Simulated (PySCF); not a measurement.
```xyz
7

N      1.6067     0.1350     0.3723
C      0.4203    -0.0673     0.0514
C     -0.9506     0.3367    -0.0339
O     -0.3923    -0.9796    -0.5146
H      2.2053    -0.6559     0.1348
H     -1.2837     0.9867    -0.8342
H     -1.6058     0.2444     0.8242
```

Charge 0, multiplicity 1.

### Question
Give the Mulliken and meta-Löwdin atomic charges from PySCF with PBE-D3(BJ)/def2-TZVP // B3LYP-D3(BJ)/def2-TZVP.

### Answer

```csv
atom,Mulliken (e),meta-Löwdin (e)
N1,-0.29,-0.43
C2,0.10,0.32
C3,-0.09,-0.08
O4,-0.21,-0.33
H5,0.21,0.23
H6,0.14,0.14
H7,0.14,0.14
```
